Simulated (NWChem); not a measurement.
All runs are NWChem calculations. System: C₂H₂N, charge 1, spin multiplicity 1, at the geometry of a parent with another charge or spin, in a state set for the comparison that need not be this species' ground state. Level: PBE/def2-TZVP.

Job file:

```
start mol
memory heap 200 mb stack 900 mb global 1100 mb
charge 1
geometry units angstroms nocenter noautoz
  C      0.000000     0.000000    -1.196788
  C      0.000000     0.000000     0.188795
  N      0.000000     0.000000     1.363164
  H      0.943479     0.000000    -1.747098
  H     -0.943479     0.000000    -1.747098
  symmetry group C2v
end
basis spherical
  * library def2-tzvp
end
dft
  xc xpbe96 cpbe96
  semidirect memsize 60000000 filesize 0
  iterations 100
end
task dft energy
```

NWChem printed:

```
             Northwest Computational Chemistry Package (NWChem) 7.3.0
             --------------------------------------------------------

                                NWChem Input Module
                                -------------------

 Scaling coordinates for geometry "geometry" by  1.889725989
 (inverse scale =  0.529177249)

 Turning off AUTOSYM since
 SYMMETRY directive was detected!

                             Geometry "geometry" -> ""
                             -------------------------

 Output coordinates in angstroms (scale by  1.889725989 to convert to a.u.)

  No.       Tag          Charge          X              Y              Z
 ---- ---------------- ---------- -------------- -------------- --------------
    1 C                    6.0000     0.00000000     0.00000000    -1.19678800
    2 C                    6.0000     0.00000000     0.00000000     0.18879500
    3 N                    7.0000     0.00000000     0.00000000     1.36316400
    4 H                    1.0000     0.94347900     0.00000000    -1.74709800
    5 H                    1.0000    -0.94347900     0.00000000    -1.74709800

 Effective nuclear repulsion energy (a.u.)      52.6787395173

            Nuclear Dipole moment (a.u.)
            ----------------------------
        X                 Y               Z
 ---------------- ---------------- ----------------
     0.0000000000     0.0000000000    -0.0000113384

      Symmetry information
      --------------------

 Group name             C2v
 Group number             16
 Group order               4
 No. of unique centers     4

      Symmetry unique atoms

     1    2    3    4


 Summary of "ao basis" -> "" (spherical)
 ------------------------------------------------------------------------------
       Tag                 Description            Shells   Functions and Types
 ---------------- ------------------------------  ------  ---------------------
 *                         def2-tzvp                  on all atoms

  pbe96 is a nonlocal functional; adding pw91lda local functional.

                                 NWChem DFT Module
                                 -----------------

 Summary of "ao basis" -> "ao basis" (spherical)
 ------------------------------------------------------------------------------
       Tag                 Description            Shells   Functions and Types
 ---------------- ------------------------------  ------  ---------------------
 C                         def2-tzvp                11       31   5s3p2d1f
 N                         def2-tzvp                11       31   5s3p2d1f
 H                         def2-tzvp                 4        6   3s1p

 Summary of "ao basis" -> "ao basis" (spherical)
 ------------------------------------------------------------------------------
       Tag                 Description            Shells   Functions and Types
 ---------------- ------------------------------  ------  ---------------------
 C                         def2-tzvp                11       31   5s3p2d1f
 N                         def2-tzvp                11       31   5s3p2d1f
 H                         def2-tzvp                 4        6   3s1p

      Symmetry analysis of basis
      --------------------------

        a1         47
        a2         10
        b1         26
        b2         22

            General Information
            -------------------
          SCF calculation type: DFT
          Wavefunction type:  closed shell.
          No. of atoms     :     5
          No. of electrons :    20
           Alpha electrons :    10
            Beta electrons :    10
          Charge           :     1
          Spin multiplicity:     1
          Use of symmetry is: on ; symmetry adaption is: on
          Maximum number of iterations: 100
          AO basis - number of functions:   105
                     number of shells:    41
          Convergence on energy requested:  1.00D-06
          Convergence on density requested:  1.00D-05
          Convergence on gradient requested:  5.00D-04

              XC Information
              --------------
          PerdewBurkeErnzerhof Exchange Functional  1.000
            Perdew 1991 LDA Correlation Functional  1.000 local
           PerdewBurkeErnz. Correlation Functional  1.000 non-local

             Grid Information
             ----------------
          Grid used for XC integration:  medium
          Radial quadrature: Mura-Knowles
          Angular quadrature: Lebedev.
          Tag              B.-S. Rad. Rad. Pts. Rad. Cut. Ang. Pts.
          ---              ---------- --------- --------- ---------
          C                   0.70       49           8.0       434
          N                   0.65       49          10.0       434
          H                   0.35       45          10.0       434
          Grid pruning is: on
          Number of quadrature shells:   192
          Spatial weights used:  Erf1

          Convergence Information
          -----------------------
          Convergence aids based upon iterative change in
          total energy or number of iterations.
          Levelshifting, if invoked, occurs when the
          HOMO/LUMO gap drops below (HL_TOL):  1.00D-02
          DIIS, if invoked, will attempt to extrapolate
          using up to (NFOCK): 10 stored Fock matrices.

                    Damping( 0%)  Levelshifting(0.5)       DIIS
                  --------------- ------------------- ---------------
          dE  on:    start            ASAP                start
          dE off:    2 iters        100 iters           100 iters

      Screening Tolerance Information
      -------------------------------
          Density screening/tol_rho:  1.00D-10
          AO Gaussian exp screening on grid/accAOfunc:  14
          CD Gaussian exp screening on grid/accCDfunc:  20
          XC Gaussian exp screening on grid/accXCfunc:  20
          Schwarz screening/accCoul:  1.00D-08

      Superposition of Atomic Density Guess
      -------------------------------------

 Sum of atomic energies:        -130.65382662

 Renormalizing density from      21.00 to     20

      Non-variational initial energy
      ------------------------------

 Total energy =    -127.398831
 1-e energy   =    -265.985140
 2-e energy   =      85.907570
 HOMO         =      -0.795661
 LUMO         =      -0.583495

      Symmetry analysis of molecular orbitals - initial
      -------------------------------------------------

  Numbering of irreducible representations:

     1 a1          2 a2          3 b1          4 b2

  Orbital symmetries:

     1 a1          2 a1          3 a1          4 a1          5 a1
     6 a1          7 b1          8 a1          9 b2         10 b1
    11 b2         12 a1         13 b1         14 b2         15 a1
    16 a1         17 b1         18 a1         19 b2         20 b1

------------------------------------------------------------
EAF file 0: "./mol.aoints.0" size=524288 bytes
------------------------------------------------------------
               write      read    awrite     aread      wait
               -----      ----    ------     -----      ----
     calls:        1         0         0         0         0
   data(b): 5.24e+05  0.00e+00  0.00e+00  0.00e+00
   time(s): 0.00e+00  0.00e+00  0.00e+00  0.00e+00  0.00e+00
rate(mb/s): 0.00e+00  0.00e+00
------------------------------------------------------------

   convergence    iter        energy       DeltaE   RMS-Dens  Diis-err    time
 ---------------- ----- ----------------- --------- --------- ---------  ------
 d= 0,ls=0.0,diis     1   -131.4227731975 -1.84D+02  1.39D-01  1.53D+00     1.0
 d= 0,ls=0.0,diis     2   -128.1271066413  3.30D+00  1.94D-02  1.74D+01     1.2
 d= 0,ls=0.0,diis     3   -131.5859602992 -3.46D+00  2.75D-03  1.57D-01     1.3
 d= 0,ls=0.0,diis     4   -131.5901551510 -4.19D-03  2.06D-03  1.07D-01     1.4
 d= 0,ls=0.0,diis     5   -131.5985136123 -8.36D-03  7.41D-04  4.10D-02     1.5
  Resetting Diis
 d= 0,ls=0.0,diis     6   -131.6043675487 -5.85D-03  1.78D-04  7.20D-04     1.6
 d= 0,ls=0.0,diis     7   -131.6044505324 -8.30D-05  1.48D-04  7.52D-05     1.7
 d= 0,ls=0.0,diis     8   -131.6043042246  1.46D-04  1.31D-04  1.23D-03     1.9
 d= 0,ls=0.0,diis     9   -131.6044554474 -1.51D-04  2.05D-05  2.82D-05     2.0
 d= 0,ls=0.0,diis    10   -131.6044592191 -3.77D-06  4.18D-06  8.35D-07     2.1
 d= 0,ls=0.0,diis    11   -131.6044593239 -1.05D-07  1.02D-06  3.12D-08     2.2

         Total DFT energy =     -131.604459323907
      One electron energy =     -274.911259505880
           Coulomb energy =      108.506719027047
    Exchange-Corr. energy =      -17.878658362391
 Nuclear repulsion energy =       52.678739517317

 Numeric. integr. density =       20.000000403269

     Total iterative time =      1.9s

                  Occupations of the irreducible representations
                  ----------------------------------------------

                     irrep           alpha         beta
                     --------     --------     --------
                     a1                7.0          7.0
                     a2                0.0          0.0
                     b1                2.0          2.0
                     b2                1.0          1.0

                       DFT Final Molecular Orbital Analysis
                       ------------------------------------

 Vector    8  Occ=2.000000D+00  E=-6.461741D-01  Symmetry=b2
              MO Center= -2.7D-16,  1.1D-15,  3.1D-01, r^2= 1.5D+00
   Bfn.  Coefficient  Atom+Function         Bfn.  Coefficient  Atom+Function
  ----- ------------  ---------------      ----- ------------  ---------------
    38      0.309850  2 C  py                69      0.273333  3 N  py
    41      0.264595  2 C  py                72      0.219660  3 N  py
     7      0.200091  1 C  py                10      0.176014  1 C  py
    75      0.080514  3 N  py                44      0.069473  2 C  py
    13      0.053318  1 C  py

 Vector    9  Occ=2.000000D+00  E=-6.132255D-01  Symmetry=a1
              MO Center=  4.9D-15,  6.0D-16,  1.5D+00, r^2= 8.4D-01
   Bfn.  Coefficient  Atom+Function         Bfn.  Coefficient  Atom+Function
  ----- ------------  ---------------      ----- ------------  ---------------
    66      0.440610  3 N  s                 70      0.376495  3 N  pz
    35     -0.248115  2 C  s                 73      0.229037  3 N  pz
    65      0.206811  3 N  s                 39     -0.194592  2 C  pz
    67      0.182795  3 N  s                 64     -0.137054  3 N  s
    34     -0.125228  2 C  s                 42     -0.125594  2 C  pz

 Vector   10  Occ=2.000000D+00  E=-5.966400D-01  Symmetry=b1
              MO Center= -9.7D-15, -8.2D-17,  6.3D-01, r^2= 1.6D+00
   Bfn.  Coefficient  Atom+Function         Bfn.  Coefficient  Atom+Function
  ----- ------------  ---------------      ----- ------------  ---------------
    68      0.350771  3 N  px                37      0.283202  2 C  px
    71      0.282946  3 N  px                40      0.237354  2 C  px
    74      0.116209  3 N  px                 6     -0.109942  1 C  px
    95     -0.093336  4 H  s                101      0.093336  5 H  s
    43      0.087852  2 C  px                 9     -0.075836  1 C  px

 Vector   11  Occ=0.000000D+00  E=-5.139575D-01  Symmetry=b2
              MO Center= -3.7D-16,  2.5D-15, -3.3D-01, r^2= 2.3D+00
   Bfn.  Coefficient  Atom+Function         Bfn.  Coefficient  Atom+Function
  ----- ------------  ---------------      ----- ------------  ---------------
     7      0.389610  1 C  py                10      0.366321  1 C  py
    69     -0.290663  3 N  py                72     -0.246700  3 N  py
    13      0.189497  1 C  py                75     -0.127396  3 N  py
    52     -0.047663  2 C  d -1              44     -0.031653  2 C  py
    47     -0.027680  2 C  d -1              38     -0.026694  2 C  py

 Vector   12  Occ=0.000000D+00  E=-3.102240D-01  Symmetry=b1
              MO Center=  2.1D-16, -1.4D-16,  2.9D-01, r^2= 2.3D+00
   Bfn.  Coefficient  Atom+Function         Bfn.  Coefficient  Atom+Function
  ----- ------------  ---------------      ----- ------------  ---------------
    40      0.367906  2 C  px                37      0.348958  2 C  px
    68     -0.346742  3 N  px                96     -0.344577  4 H  s
   102      0.344577  5 H  s                 74     -0.315973  3 N  px
    71     -0.313430  3 N  px                43      0.249099  2 C  px
    12      0.214979  1 C  px                95     -0.159965  4 H  s

 Vector   13  Occ=0.000000D+00  E=-2.593788D-01  Symmetry=b2
              MO Center= -2.7D-16, -8.9D-16,  2.2D-01, r^2= 2.0D+00
   Bfn.  Coefficient  Atom+Function         Bfn.  Coefficient  Atom+Function
  ----- ------------  ---------------      ----- ------------  ---------------
    44      0.474693  2 C  py                41      0.437773  2 C  py
    38      0.398777  2 C  py                75     -0.386782  3 N  py
    13     -0.330690  1 C  py                69     -0.318154  3 N  py
    72     -0.288878  3 N  py                 7     -0.221553  1 C  py
    10     -0.219024  1 C  py                21      0.077198  1 C  d -1

 center of mass
 --------------
 x =   0.00000000 y =   0.00000000 z =   0.16390553

 moments of inertia (a.u.)
 ------------------
         176.722985074790           0.000000000000           0.000000000000
           0.000000000000         183.130317705204           0.000000000000
           0.000000000000           0.000000000000           6.407332630413

     Multipole analysis of the density
     ---------------------------------

     L   x y z        total         alpha         beta         nuclear
     -   - - -        -----         -----         ----         -------
     0   0 0 0      1.000000    -10.000000    -10.000000     21.000000

     1   1 0 0      0.000000      0.000000      0.000000      0.000000
     1   0 1 0     -0.000000     -0.000000     -0.000000      0.000000
     1   0 0 1     -1.848088     -0.924038     -0.924038     -0.000011

     2   2 0 0     -9.839706     -8.098645     -8.098645      6.357585
     2   1 1 0     -0.000000     -0.000000     -0.000000      0.000000
     2   1 0 1     -0.000000     -0.000000     -0.000000      0.000000
     2   0 2 0    -10.748289     -5.374144     -5.374144      0.000000
     2   0 1 1     -0.000000     -0.000000     -0.000000      0.000000
     2   0 0 2     -5.315308    -52.509508    -52.509508     99.703708

 Task  times  cpu:        2.2s     wall:        2.2s

 Total times  cpu:        2.2s     wall:        2.2s
```
